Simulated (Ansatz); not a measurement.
Reaction (SMILES): Clc1[c]coc1 → Clc1[c]occ1

Property: isomerisation energy (enthalpy at 298 K), in kcal/mol. Terms: 6-311+G** with 5d, 6d on Na to Ar in Ansatz (a quantum-chemistry and plane-wave program); six Cartesian d functions in 6-31G* and its kin unless marked 5d; open shells spin-unrestricted; no dispersion term unless named; no spin-orbit coupling; non-relativistic; LANL2DZ with its own core potentials from Na on. Ab initio and DFT rows: single points at B3LYP-D3(BJ) geometries (Ansatz), with unscaled harmonic terms from B3LYP/6-31G* (Ansatz) at its own minima.

```json
[
 {"level": "B3LYP/STO-3G", "program": "Ansatz", "isomerisation energy (enthalpy at 298 K) (kcal/mol)": "-0.2"},
 {"level": "B3LYP/3-21G", "program": "Ansatz", "isomerisation energy (enthalpy at 298 K) (kcal/mol)": "1.2"},
 {"level": "B3LYP/LANL2DZ", "program": "Ansatz", "isomerisation energy (enthalpy at 298 K) (kcal/mol)": "1.5"},
 {"level": "B3LYP/6-31G", "program": "Ansatz", "isomerisation energy (enthalpy at 298 K) (kcal/mol)": "1.7"},
 {"level": "B3LYP/6-31G*", "program": "Ansatz", "isomerisation energy (enthalpy at 298 K) (kcal/mol)": "0.4"},
 {"level": "B3LYP/6-31+G*", "program": "Ansatz", "isomerisation energy (enthalpy at 298 K) (kcal/mol)": "0.6"},
 {"level": "B3LYP/6-31G**", "program": "Ansatz", "isomerisation energy (enthalpy at 298 K) (kcal/mol)": "0.4"},
 {"level": "B3LYP/def2-SVP", "program": "Ansatz", "isomerisation energy (enthalpy at 298 K) (kcal/mol)": "0.2"},
 {"level": "B3LYP/cc-pVDZ", "program": "Ansatz", "isomerisation energy (enthalpy at 298 K) (kcal/mol)": "0.4"},
 {"level": "B3LYP/6-311+G**", "program": "Ansatz", "isomerisation energy (enthalpy at 298 K) (kcal/mol)": "0.7"},
 {"level": "B3LYP/def2-TZVPD", "program": "Ansatz", "isomerisation energy (enthalpy at 298 K) (kcal/mol)": "0.5"}
]
```

No value to compare with is used here. The 10 habitual levels span -0.2 (B3LYP/STO-3G) to 1.7 kcal/mol (B3LYP/6-31G); B3LYP/def2-TZVPD gives 0.5.

The sets are all those run for this method; left out are runs that failed, that the program found above a lower state of the same kind, or whose <S^2> lies over 0.5 above the pure value.
